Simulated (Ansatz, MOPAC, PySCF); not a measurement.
Pair of molecules: CH4O (SMILES CO) (first 6 atoms) with C2H6O (SMILES COC); geometry from B3LYP-D3(BJ)/def2-TZVP, rigid monomers moved along the line of their centres of mass till H6···O8 is 1.68 Å.
(charge 0, multiplicity 1):
```xyz
15

C      0.136    -0.072    -0.244
O      0.376     0.920     0.736
H      0.789    -0.945    -0.122
H      0.343     0.372    -1.218
H     -0.905    -0.418    -0.240
H      0.202     0.535     1.611
C     -1.068     0.544     3.843
O     -0.038    -0.128     3.139
C      1.191    -0.147     3.844
H     -0.796     1.587     4.040
H     -1.279     0.045     4.795
H     -1.958     0.518     3.217
H      1.548     0.870     4.042
H      1.915    -0.664     3.217
H      1.087    -0.680     4.795
```

Monomers are frozen at their geometry in the pair; levels with a basis set take the counterpoise correction. Rows marked so take none.

Cores are frozen in the correlated methods. Rows in 6-31G* carry no dispersion term and start afresh at each structure (6-31G* with six Cartesian d functions). MP2/6-31G* freezes PySCF's default core. The state that PM7 reach isn't checked; PM7 holds dispersion and hydrogen-bond terms.

Run with Ansatz (Gaussian orbitals); MOPAC for PM7 (differences of heats of formation); PySCF for 6-31G* rows, the dispersion terms. Values without a source in brackets are computed.

```tsv
level	interaction energy (kcal/mol)
PM7	-6.05
r2SCAN/def2-TZVPPD	-5.11
r2SCAN-D3(BJ)/def2-TZVPPD	-5.68
r2SCAN-D4/def2-TZVPPD	-5.64
B3LYP/6-31G*	-3.43
B3LYP/def2-TZVPPD	-3.52
PBE0/def2-TZVPPD	-4.41
MP2/6-31G* (no counterpoise)	(withheld)
CCSD(T)/aug-cc-pVDZ	(withheld)
```

Some entries are withheld; supply them.


- MP2/6-31G* (no counterpoise), interaction energy (kcal/mol): -6.84
- CCSD(T)/aug-cc-pVDZ, interaction energy (kcal/mol): -4.21

Ansatz is a quantum-chemistry and plane-wave program.
